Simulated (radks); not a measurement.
Sb4+, configuration [Kr] 4d10 5s1.

Method: scalar-relativistic Kohn-Sham, SCAN, spin-polarised, spherical densities, finite nucleus; open shells are filled with parallel spins first (spin-orbit coupling, left out, can overturn this in heavy ions); meta-GGA in the generalised Kohn-Sham scheme; Fermi nuclear charge, rms radius 4.6802 fm; computed with a radial shooting solver on a logarithmic mesh with Libxc functionals.

Energy parts (eV):
| part | energy |
|---|---|
| total | -176307.273 |
| kinetic | 184402.192 |
| electron-nucleus | -424357.982 |
| Hartree | 68274.208 |
| exchange-correlation | -4625.690 |

Orbitals (lengths in bohr, moments of r in powers of bohr; <r^-3> diverges for s and p1/2; r(90%) holds 90 % of the orbital's charge):
orbital	occ.	eigenvalue (eV)	r(90%)	<r^-3>	<r^2>	<r^4>
1s up	1	-30403.11	0.0511	-	0.001094	3.130e-06
1s down	1	-30403.03	0.0511	-	0.001094	3.130e-06
2s up	1	-4680.094	0.189	-	0.01771	0.0005396
2s down	1	-4680.059	0.189	-	0.01771	0.0005395
2p up	3	-4202.284	0.174	5038	0.01401	0.0003896
2p down	3	-4202.238	0.174	5038	0.01401	0.0003896
3s up	1	-959.2226	0.485	-	0.1243	0.02356
3s down	1	-959.1795	0.485	-	0.1243	0.02356
3p up	3	-802.1060	0.493	946.2	0.1250	0.02497
3p down	3	-802.0493	0.493	946.2	0.1250	0.02496
3d up	5	-563.2757	0.480	129.7	0.1106	0.02254
3d down	5	-563.2160	0.480	129.7	0.1106	0.02253
4s up	1	-195.7662	1.14	-	0.7075	0.7404
4s down	1	-195.6485	1.14	-	0.7077	0.7386
4p up	3	-147.3968	1.25	172.9	0.8265	1.049
4p down	3	-147.2883	1.25	172.8	0.8239	1.035
4d up	5	-76.7751	1.56	17.25	1.209	2.525
4d down	5	-76.4153	1.54	17.47	1.181	2.377
5s up	1	-50.7349	2.76	-	4.201	25.21

The highest occupied level is 5s up at -50.735 eV. For comparison, the ionisation energy in NIST's Atomic Spectra Database is 55.0 eV (semi-empirical). In exact Kohn-Sham theory the highest level is minus the ionisation energy, but local and semilocal functionals leave it too shallow, through self-interaction and a potential that decays too fast; potentials with the right tail come closer. The density falls to 0.001 e/bohr^3 at r = 3.12 bohr. Summed over all electrons, <r^2> = 24.74 bohr^2, which gives a Langevin (diamagnetic) susceptibility term of -19.6 x 10^-6 cm^3/mol. Spin moment in Bohr magnetons: 1.

Empty levels of this run are not shown, since the potential may be unsettled where no density lies.
